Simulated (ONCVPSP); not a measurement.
## What one change does to a pseudopotential (Nb, ONCV)

```json
{"Element": "Nb", "Generator": "ONCVPSP 4.0.1", "Type": "optimised norm-conserving Vanderbilt (ONCV)", "Functional": "PBE", "Relativity": "scalar-relativistic", "Frozen core": "[Ar] 3d10", "Valence charge": "13", "Reference configuration": "4s2 4p6 4d4 5s0.75 5p0.25", "Partial waves": "4s+5s: rc 1.50 bohr, ncon 4, nbas 9, qcut 6.7 1/bohr, 2 projectors; 4p+5p: rc 1.90 bohr, ncon 4, nbas 7, qcut 8 1/bohr, 2 projectors; 4d: rc 2.90 bohr, ncon 5, nbas 9, qcut 5.2 1/bohr, 2 projectors, debl 1 Ha", "Local potential": "polynomial inside 1.25 bohr (lpopt 5, dvloc0 0 Ha)", "Core correction": "Teter function, fcfact 2.25, rcfact 1.45"}
```

All-electron outer shells of the reference configuration (PBE, scalar-relativistic, ld1.x):

```tsv
shell	level (eV)	outermost node (bohr)	outermost maximum (bohr)
3p	-347.16	0.17	0.39
3d	-196.61	–	0.33
4s	-58.72	0.53	1.04
4p	-34.85	0.54	1.12
5s	-4.20	1.41	3.08
4d	-3.34	0.55	1.49
5p	-1.29	1.62	4.21
```

Change: all radii but the core radius scaled by about 0.93 (s 1.40, p 1.76, d 2.70 bohr); local potential polynomial inside 1.16 bohr (lpopt 5, dvloc0 0 Ha).

Cutoffs: the cutoffs (Ha) at which the residual kinetic energy of the hardest occupied pseudo-wave falls to 1 and 0.1 mHa per electron; they do not see the model core or the augmentation charge, which bear on the density cutoff. Errors are all-electron minus pseudo energies relative to the spin-unpolarised reference configuration.

Predict the effect on cutoff, ghosts and configuration errors.

The potential gets harder (19 Ha and 24 Ha → 20 Ha and 60 Ha); of the 3 tests that both files solve, the error grows in 0 and shrinks in 1 by more than 15 % and 0.3 meV (median size 0.2 → 0.1 meV); neither file shows a bound ghost. A smaller radius makes the pseudo-wave follow the all-electron one further in, where it bends more sharply, so more plane waves are needed.

```tsv
quantity	base	changed
cutoff, loose	19 Ha	20 Ha
cutoff, tight	24 Ha	60 Ha
loose cutoff by channel	s 19 Ha, p 11 Ha, d 10 Ha	s 20 Ha, p 18 Ha, d 11 Ha
bound ghosts	none	none
GHOST(+) flags under 300 eV	s at 200.8 eV	s at 175.9 eV
tests with a reliable result	3 of 4	3 of 4
error for 4s2 4p6 4d4 5s1 5p0, meV [ΔE -0.72 eV]	+0.1	+0.1
error for 4s2 4p6 4d4 5s0 5p0, meV [ΔE 5.92 eV]	+0.2	0.0
error for 4s2 4p6 4d3 5s2 5p0, meV [ΔE -1.24 eV]	+21	+15
rms error of d²Exc/dni dnj with the model core, mHa	0.48	0.37
```
